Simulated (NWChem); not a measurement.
# C$_{4}$H$_{7}$FSi; SMILES FC1=CCC[SiH2]1

```xyz
13

F     -0.0591    -2.2921     0.0426
C     -0.1594    -0.9602     0.0154
C     -1.3406    -0.3280    -0.0092
C     -1.3366     1.1728    -0.0802
C      0.0907     1.7335     0.1356
Si     1.2692     0.2602    -0.0442
H     -2.2858    -0.8829    -0.0117
H     -2.0429     1.5919     0.6569
H     -1.7291     1.4862    -1.0645
H      0.1938     2.1299     1.1585
H      0.3141     2.5673    -0.5456
H      2.0305     0.2011    -1.3309
H      2.2496     0.1127     1.0742
```
Atoms are numbered in this order, from 1.

All runs: NWChem. Pople sets run with spherical d functions. STO-3G and 3-21G are far too small for this property and stand as cheap habits. The geometry was optimised at PBE0/def2-SVP. GIAO values for the isolated, static molecule; σ is the absolute isotropic shielding, δ = σ(reference) − σ with the isolated reference molecule computed at the same levels (13C: tetramethylsilane, 1H: tetramethylsilane).

| level | δ C2 (ppm) | δ C5 (ppm) | δ H7 (ppm) | δ H8 (ppm) | δ H9 (ppm) | δ H11 (ppm) | δ H12 (ppm) | relative time |
|---|---|---|---|---|---|---|---|---|
| Hartree-Fock/STO-3G | 144.6 | 10.0 | 5.55 | 1.65 | 1.52 | 0.60 | 2.04 | 1 |
| B3LYP/6-311G** | 174.3 | 5.0 | 6.18 | 2.55 | 2.53 | 1.00 | 4.75 | 20 |
| BHandHLYP/pcSseg-1 | 177.1 | 3.3 | 6.17 | 2.41 | 2.36 | 0.91 | 4.46 | 20 |
| PBE/pcSseg-1 | 174.5 | 5.4 | 6.02 | 2.60 | 2.59 | 1.08 | 4.74 | 10 |
| LDA (Slater exchange, VWN5)/pcSseg-1 | 181.4 | 4.7 | 6.06 | 2.64 | 2.64 | 1.13 | 4.96 | 10 |

Relative times are rough (shared machine, one core).
